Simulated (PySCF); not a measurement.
Job file and geometry (Å, from GFN2-xTB) of an NMR shielding run on `[C@@H]1([SiH3])[C@H](OC)CP1`, C$_{4}$H$_{11}$OPSi, PySCF, GIAO PBE0/pcSseg-1 NMR shielding, non-relativistic, gas phase; density fitting, a coarse starting grid and PySCF grid level 2 are the driver's defaults:

```
{"job": {"kind": "nmr", "xc": "PBE0", "basis": "pcSseg-1"}, "charge": 0, "multiplicity": 1}
C      2.086931    -0.563687     0.797896
O      0.706342    -0.354892     0.665996
C      0.283933     0.096098    -0.601647
C      0.393994     1.619713    -0.777492
P     -1.406695     1.853131    -0.294173
C     -1.241514     0.003752    -0.589787
Si    -1.833888    -1.227432     0.735495
H      2.247910    -0.945772     1.804020
H      2.446813    -1.298033     0.066461
H      2.651651     0.366663     0.668466
H      0.790190    -0.488567    -1.388309
H      0.567131     1.901827    -1.817345
H      1.126938     2.116367    -0.143024
H     -1.148018     1.777966     1.083122
H     -1.638132    -0.232810    -1.579797
H     -1.173203    -2.508981     0.491035
H     -3.281118    -1.383042     0.537876
H     -1.588024    -0.725984     2.082897
```

**Question.** What does the program print?

**Answer.** 
```
coarse grid: 15504 points
cycle   1  E = -864.3714425419  dE =  7.267e-01  |g| = 5.580e-01  |ddm| = 3.777e+00
cycle   2  E = -864.3067600855  dE =  6.468e-02  |g| = 8.039e-01  |ddm| = 1.225e+00
cycle   3  E = -864.4331030462  dE = -1.263e-01  |g| = 7.607e-02  |ddm| = 8.203e-01
cycle   4  E = -864.4339832362  dE = -8.802e-04  |g| = 3.261e-02  |ddm| = 8.131e-02
cycle   5  E = -864.4342172121  dE = -2.340e-04  |g| = 7.483e-03  |ddm| = 3.305e-02
cycle   6  E = -864.4342296008  dE = -1.239e-05  |g| = 2.807e-03  |ddm| = 1.077e-02
cycle   7  E = -864.4342314657  dE = -1.865e-06  |g| = 4.323e-04  |ddm| = 2.984e-03
final grid: 138984 points
cycle   8  E = -864.4877161296  dE = -3.063e-05  |g| = 1.121e-02  |ddm| = 3.305e-02
cycle   9  E = -864.4876878648  dE =  2.826e-05  |g| = 1.645e-02  |ddm| = 1.934e-02
cycle  10  E = -864.4877412035  dE = -5.334e-05  |g| = 1.246e-03  |ddm| = 1.252e-02
cycle  11  E = -864.4877415568  dE = -3.534e-07  |g| = 1.917e-04  |ddm| = 1.421e-03
cycle  12  E = -864.4877415651  dE = -8.266e-09  |g| = 6.289e-05  |ddm| = 2.935e-04
cycle  13  E = -864.4877415660  dE = -8.963e-10  |g| = 2.904e-05  |ddm| = 1.066e-04
converged SCF energy = -864.4877415660

GIAO shielding tensors (ppm)
atom      isotropic    diamagn.    paramagn.     s11        s22        s33       span
  0 C      129.256     243.699    -114.443     94.542    108.855    184.370     89.827
  1 O      287.429     400.648    -113.219    238.784    286.253    337.249     98.465
  2 C      100.041     246.850    -146.810     87.827     90.463    121.832     34.005
  3 C      164.572     254.096     -89.524    144.556    165.844    183.316     38.760
  4 P      375.928     964.989    -589.061    251.250    377.706    498.827    247.576
  5 C      165.841     258.414     -92.574    136.415    169.641    191.466     55.052
  6 Si     418.195     879.523    -461.327    365.751    424.597    464.238     98.486
  7 H       27.836      29.161      -1.324     23.676     25.500     34.333     10.657
  8 H       28.605      29.622      -1.017     24.542     25.976     35.298     10.755
  9 H       28.174      29.825      -1.651     23.753     26.207     34.563     10.810
 10 H       27.518      33.548      -6.031     24.492     27.446     30.615      6.123
 11 H       29.434      31.313      -1.879     26.210     27.512     34.579      8.368
 12 H       29.671      31.476      -1.805     25.830     27.732     35.452      9.621
 13 H       26.668      30.181      -3.512     25.128     26.587     28.290      3.162
 14 H       29.510      32.525      -3.016     26.461     28.256     33.812      7.350
 15 H       27.780      29.530      -1.750     24.399     25.702     33.240      8.841
 16 H       28.044      28.637      -0.592     24.635     25.809     33.688      9.054
 17 H       27.730      29.550      -1.820     24.358     27.133     31.700      7.342
```

Size and cost of the density-fitted run: 188 basis functions, 58 s wall time on 1 thread of an Arm Neoverse V1, shared host.
